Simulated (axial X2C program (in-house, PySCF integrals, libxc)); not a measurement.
# Excited states of YS⁻ by EOM-EE-CCSD

Computed with an in-house all-electron X2C program for linear molecules (integrals from PySCF): two-component X2C with atomic mean-field Coulomb and Gaunt terms, Gaussian nuclei, basis Y dyall-acv3z, S dyall-av3z with contracted cores.

R = 2.327 Å (near the PBE0 minimum at charge -1 of the determinant lowest at the starting distance; the state shown can have its own minimum elsewhere).

Vertical excitation energies from the closed-shell determinant state of YS⁻:

| Ω | excitation (eV) | cm⁻¹ | hole of the leading pair | particle of the leading pair | weight of the pair (for Ω = 0 its time-reversed partner can hold as much again) | singles weight |
| --- | --- | --- | --- | --- | --- | --- |
| 0⁻ | 1.143 | 9216 | 64% Y sσ, 18% Y pσ, 7% S pσ | 66% Y pπ, 30% Y dπ | 0.49 | 0.97 |
| 0⁺ | 1.144 | 9225 | 64% Y sσ, 18% Y pσ, 7% S pσ | 66% Y pπ, 30% Y dπ | 0.49 | 0.97 |
| 1 | 1.159 | 9350 | 64% Y sσ, 18% Y pσ, 7% S pσ | 66% Y pπ, 30% Y dπ | 0.50 | 0.97 |
| 2 | 1.176 | 9486 | 64% Y sσ, 18% Y pσ, 7% S pσ | 66% Y pπ, 30% Y dπ | 0.97 | 0.97 |
| 1 | 1.440 | 11614 | 64% Y sσ, 18% Y pσ, 7% S pσ | 45% Y dσ, 39% Y pσ, 9% Y sσ | 0.97 | 0.97 |
| 0⁻ | 1.440 | 11618 | 64% Y sσ, 18% Y pσ, 7% S pσ | 45% Y dσ, 39% Y pσ, 9% Y sσ | 0.48 | 0.97 |
| 1 | 1.999 | 16125 | 62% Y sσ, 18% Y pσ, 8% S pσ | 88% Y pπ, 11% Y dπ | 0.47 | 0.92 |
| 0⁺ | 2.016 | 16259 | 63% Y sσ, 18% Y pσ, 8% S pσ | 67% Y pσ, 23% Y sσ, 9% Y dσ | 0.47 | 0.94 |
| 0⁻ | 2.067 | 16672 | 63% Y sσ, 18% Y pσ, 8% S pσ | 51% Y sσ, 41% Y pσ, 7% Y dσ | 0.48 | 0.96 |
| 1 | 2.067 | 16672 | 63% Y sσ, 18% Y pσ, 8% S pσ | 50% Y sσ, 41% Y pσ, 7% Y dσ | 0.96 | 0.96 |

This point took 66 s on 1 thread of Arm Neoverse V1, on a shared host.

Reference electrons by ω block (each with its −ω partner): 1/2: 20, 3/2: 7, 5/2: 1. 18 electrons of YS⁻ correlated (inner shells frozen), 84 natural virtual spinors (a truncated set); levels can be off by some tenths of an eV. Roots sought by Ω: (0: 5, 1: 4, 2: 3, 3: 1); rows need 60 % singles weight and stop where some Ω has no more roots. Missing are any skipped roots, higher Ω and states of a further excitation; these come out far too high here and may in truth be low or lowest. T1 of the reference 0.022 (Lee–Taylor). The highest Hartree–Fock level of the anion lies at -1.46 eV; relaxation, partly offset by correlation, puts the detachment threshold some tenths of an eV to over one eV lower in magnitude, and states above it are held by the basis set and are not bound. Number of frozen shells: Y 3 s, 2 p, 1 d; S 2 s, 1 p.
